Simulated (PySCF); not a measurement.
# Electron correlation in F (fluorine, neutral)

[He] 2s2 2p5, 2P determinant. All numbers are calculated (PySCF 2.14, the spin-free X2C one-electron Hamiltonian (Gaussian nucleus), in x2c-TZVPall (5s3p2d1f, 31 functions)). Frozen: 1s2; 7 electrons correlated.

MP2 pair energies summed by pair of shells (mhartree):

| pair | energy | share (%) |
| --- | --- | --- |
| 2p-2p | -121.97 | 61.6 |
| 2s-2p | -66.10 | 33.4 |
| 2s-2s | -9.92 | 5.0 |

Total MP2 correlation energy: -197.99 mhartree.

Same-spin part -47.94 and opposite-spin part -150.05 mhartree; SCS-MP2 scales them by 1/3 and 6/5 to -196.04 mhartree.

```json
{"level": "CCSD", "correlation energy (mhartree)": "-210.00"}
{"level": "(T)", "correlation energy (mhartree)": "-3.44"}
{"level": "CCSD(T)", "correlation energy (mhartree)": "-213.44"}
```

Diagnostics: T1 = 0.0062, D1 = 0.0108, largest double amplitude 0.036.

Question: Is a single reference adequate?

Answer: Yes: T1 lies below 0.03 and no double amplitude reaches 0.07.
